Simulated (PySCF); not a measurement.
B(PH2)3 (BH6P3), SMILES PB(P)P. Heavy atoms are numbered as in [B:1]([PH2:2])([PH2:5])[PH2:8]. Hydrogens are named by the atom that carries them.

The structure is a stationary point at PBE-D3(BJ)/def2-SVP. One conformer was computed; it need not be the lowest.

These are HF/pcSseg-1 (PySCF) values and carry that method's errors.

GIAO shieldings, no solvent; atoms alike by connectivity are averaged. δ = σ(ref) − σ: ¹¹B against BF3 (σ = 102.7 ppm); ³¹P against PH3 (σ = 598.4 ppm); ¹H against TMS (σ = 31.99 ppm), references at their B3LYP-D3(BJ)/def2-TZVP geometries, non-relativistic.

```tsv
nucleus	atoms	count	δ (ppm)
¹¹B	B1	1	96.3
³¹P	P2 (PH2)	3	79.2
¹H	H on P2	6	3.59
```
